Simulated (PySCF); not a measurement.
# Spinor energies of Ti²⁺ (titanium, charge +2)

Start: [Ar] 3d2; 3d3/2 filled at m_j = +1/2, +3/2. Calculated with PySCF 2.14 in x2c-QZVPPall-2c (11s9p5d3f2g, 102 functions): generalised Hartree-Fock with the X2C-1e Hamiltonian and a Gaussian nucleus; one run each with spin-orbit coupling (SO) switched off, then screened by Boettger's factors.

```csv
spinor shell,electrons,"ε, spin-free (eV)","ε, screened SO (eV)",weight of nominal j (screened SO),"rms radius, screened SO (bohr)"
1s1/2,2,-5033.9,-5033.9,1.000,0.0804
2s1/2,2,-604.89,-604.87,1.000,0.350
2p1/2,2,-500.68,-504.93,0.992,0.319
2p3/2,4,-500.68,-498.56,0.996,0.321
3s1/2,2,-94.672,-94.661,1.000,1.08
3p1/2,2,-64.697,-66.201,0.656,1.18
3p3/2,4,-64.697,-63.936,0.828,1.18
3d3/2,2,-27.724,-27.734,0.721,1.56
```

```
   quantity   spin-free  screened SO
E (hartree)  -852.07155   -852.07923
        M_J           2            2
       ⟨J²⟩       8.006        7.845
       ⟨L²⟩      12.006       12.002
       ⟨S²⟩       2.001        1.999
```

The determinant has a definite M_J but mixes levels of different J.

Each row is a mean over spinors that exchange with the open shell spreads, by up to 7.604 eV (3p1/2).

Rows whose weight is well below 1 are mixtures of j = l ± 1/2: exchange outweighs spin-orbit coupling there, and the label is only the starting occupation.

Without spin-orbit coupling the j labels of p, d and f shells carry no meaning; the spin-free column gives the mean over the occupied spinors of each nl shell, and its ⟨J²⟩ belongs to a mixture of degenerate components.
